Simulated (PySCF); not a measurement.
**A single-point calculation**

[Pb(SH)3]+ (singlet). PySCF 2.14.0, RKS B3LYP, Pb def2-SVP with ECP60, S def2-SVP, H def2-SVP; non-relativistic Hamiltonian with scalar-relativistic core potentials where named; density fitting; no spin-orbit coupling. Purpose: singlet excitations, Tamm-Dancoff B3LYP.

```python
mol = gto.M(atom='''
Pb     0.00000     0.00000     0.47783
S      2.42358     0.53007     0.47303
H      2.78797    -0.77985     0.47524
S     -1.67084     1.83384     0.47304
H     -0.71861     2.80438     0.47525
S     -0.75273    -2.36391     0.47305
H     -2.06936    -2.02453     0.47526''',
    basis={'Pb': 'def2-SVP', 'S': 'def2-SVP', 'H': 'def2-SVP'},
    ecp={'Pb': 'def2-SVP'},
    charge=1, spin=0)
mf = dft.RKS(mol, xc='B3LYP')
mf.grids.atom_grid = (50, 194)
mf = mf.density_fit()  # fitting sets: Pb def2-universal-JKFIT, S def2-universal-JKFIT, H def2-universal-JKFIT
mf.conv_tol = 1e-08; mf.max_cycle = 55
mf.kernel(dm0)  # dm0: converged density of the relaxed state
td = mf.TDA(); td.nstates = 8; td.kernel()
```

Run from Python with OMP_NUM_THREADS=2; the lines above give its settings. Where DIIS fails, smearing, a level shift and second-order steps follow.
It took 24 s on 2 threads of Arm Neoverse V2 (shared host), from an already converged density.

Problem. Where do the frontier levels lie, over both spins?

Solution. HOMO -12.32 eV, LUMO -9.07 eV. 

Problem. What are the Mulliken charges and spins?

Solution. 
```csv
atom,charge (e),spin (e)
Pb1,0.689,0.000
S2,-0.032,0.000
H3,0.136,0.000
S4,-0.032,0.000
H5,0.136,0.000
S6,-0.032,0.000
H7,0.136,0.000
```

Problem. Which singlet excitations follow (Tamm-Dancoff, 8 states)?

Solution. 
| state | eV | oscillator strength |
| --- | --- | --- |
| 1 | 2.26 | 0.0000 |
| 2 | 2.26 | 0.0000 |
| 3 | 3.03 | 0.0063 |
| 4 | 3.88 | 0.0041 |
| 5 | 3.88 | 0.0040 |
| 6 | 5.20 | 0.0000 |
| 7 | 5.37 | 0.0001 |
| 8 | 5.37 | 0.0001 |
Functionals without range separation put charge-transfer states too low; the basis has no diffuse functions.

The geometry was relaxed with B3LYP (Pb def2-SVP with ECP60, S def2-SVP, H def2-SVP).
